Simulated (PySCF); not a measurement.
# VF5 in a uniform electric field

Compound: VF₅ (singlet state).
Geometry (PBE0-D3(BJ)/def2-SVP, Å), atoms numbered from 1 in this order:
```
atom  x, y, z in Å
F1    -1.6707    0.1473   -0.3856
V2     0.0015    0.0009   -0.0071
F3     0.2918    1.5121   -0.6920
F4    -0.3771   -0.1123    1.6306
F5     0.0871   -1.3886   -0.9569
F6     1.6736   -0.1555    0.3679
```

Level: PBE0/def2-SVPD (PySCF); nuclei fixed, core orbitals frozen in the response. Permanent dipole (0.003, 0.012, 0.004) D (1 au = 2.5417 D). Static polarisability (au):

```
x   44.31 -0.64  1.61
y   -0.64 37.34 -0.08
z    1.61 -0.08 37.63
```

Only the terms in μ and α are kept: μ(F) = μ + αF and ΔE = −μ·F − ½ F·αF.

Question: What do fields of 0.103 V/Å (0.002 au) along the six axis directions do?

Answer: 
```tsv
field along	induced x (D)	induced y (D)	induced z (D)	total size (D)	−μ·F (kJ/mol)	−½F·αF (kJ/mol)
+x	0.225	-0.003	0.008	0.229	-0.006	-0.233
−x	-0.225	0.003	-0.008	0.223	+0.006	-0.233
+y	-0.003	0.190	0.000	0.202	-0.025	-0.196
−y	0.003	-0.190	0.000	0.178	+0.025	-0.196
+z	0.008	0.000	0.191	0.196	-0.008	-0.198
−z	-0.008	0.000	-0.191	0.188	+0.008	-0.198
```

Question: For the field (-0.0014, -0.0012, -0.0006) au, what is the induced dipole, and what angle does it make with the field?

Answer: αF = (-0.158, -0.111, -0.063) D, at 5.2° to the field. The polarisability along this direction, F·αF/F², is 41.12 au, against a mean of 39.76 au.

Question: A unit point charge sits 12 Å away. Estimate the induction energy −αe²/2R⁴ with the mean polarisability, treating the molecule as a point.

Answer: R = 22.68 bohr, so the energy is −39.8/(2 × 22.68⁴) Eh = -0.197 kJ/mol.

Geometry: PBE0-D3(BJ)/def2-SVP; no solvent, vibrations or thermal averaging.
